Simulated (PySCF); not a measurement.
## Bond energies at r²SCAN/def2-TZVPP beside a composite method

PySCF, lowest determinants of a PBE0 search. The composite is CCSD(T) extrapolated to the basis-set limit from two correlation-consistent sets, with core-valence (CV) and scalar-relativistic (SR) terms as its label shows; it has no spin–orbit coupling and nothing beyond (T).

```tsv
species	state (unpaired electrons)	De r²SCAN (eV)	De composite (eV)	composite	dissociates to
SeO	triplet (π ↑↑)	4.84	4.54	CCSD(T)/CBS(TQ)+CV	Se + O
SeF	doublet (π ↑)	3.52	3.44	CCSD(T)/CBS(TQ)+CV	Se + F
HgF	doublet (σ ↑)	1.64	1.36	CCSD(T)/CBS(DT)	Hg + F
NaCl	singlet (closed shell)	4.19	4.15	CCSD(T)/CBS(DT)+CV+SR	Na + Cl
SiBr	doublet (π ↑)	3.99	3.88	CCSD(T)/CBS(TQ)	Si + Br
C2	triplet (σ ↑, π ↑)	6.31	6.23	CCSD(T)/CBS(TQ)+CV+SR	C + C
CaH	doublet (σ ↑)	2.18	1.77	CCSD(T)/CBS(DT)	Ca + H
SnF	doublet (π ↑)	5.02	5.00	CCSD(T)/CBS(DT)+CV	Sn + F
```

Question: Does r²SCAN bind more or less than the composite, by how much on average, and where is the difference largest?

Answer: r²SCAN/def2-TZVPP binds more on average, method and basis taken together: the mean signed difference is +0.16 eV and the mean absolute one 0.16 eV; it is largest for CaH (+0.41 eV).

The molecules are drawn from runs that passed checks on state, spin purity and fit, so the hardest cases are missing and the errors look smaller than over all diatomics.

Correlated steps freeze the inner cores (2 to 14 orbitals); shallow outer-core shells are correlated. Spin–orbit coupling is left out, which matters for elements this heavy, above all for dissociation energies. Where the molecule has an RHF reference, its open-shell atoms are computed with UHF. The CCSD T1 diagnostic is raised in HgF, a sign that a single reference may not be enough there. States were picked by a PBE0 search and need not be the measured ground states.
